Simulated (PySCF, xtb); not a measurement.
Ga(H)(F)(NH2) (FGaH3N), SMILES [NH2][GaH][F].

GFN2-xTB (xtb) at its own geometry gives an orbital gap of 4.23 eV and a dipole moment of 3.26 D.

Geometry: ωB97X-D3(BJ)/def2-TZVP. Other conformers were not sampled.

Q: What does PBE/def2-TZVPD (PySCF) give? (Estimate from the structure and the level; the computed values follow.)

A: gap 5.06 eV (levels -6.43 and -1.37 eV), dipole 2.72 D.
